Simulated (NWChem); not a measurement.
Species: Si2H3Br, singlet; SMILES Br[Si][SiH3]

Low-valent species are run as closed-shell singlets; no triplet was tried in these runs. This build's default masses of Se (78.918 u) and Br (79.917 u) are each other's, which moves their modes by up to 0.6 %.

Question: Give the equilibrium geometry at PBE0/def2-SVP (NWChem) as a list of bonds and angles, with the point group.

Answer: point group Cs; any orientation.
Bonds (Å): Si1–Br2 2.264, Si1–Si3 2.422, Si3–H4 1.498, Si3–H5 1.498, Si3–H6 1.498. Bond angles (°): Br2–Si1–Si3 93.7, Si1–Si3–H4 112.3, Si1–Si3–H5 109.3, Si1–Si3–H6 109.3, H4–Si3–H5 108.5, H4–Si3–H6 108.5, H5–Si3–H6 108.8.
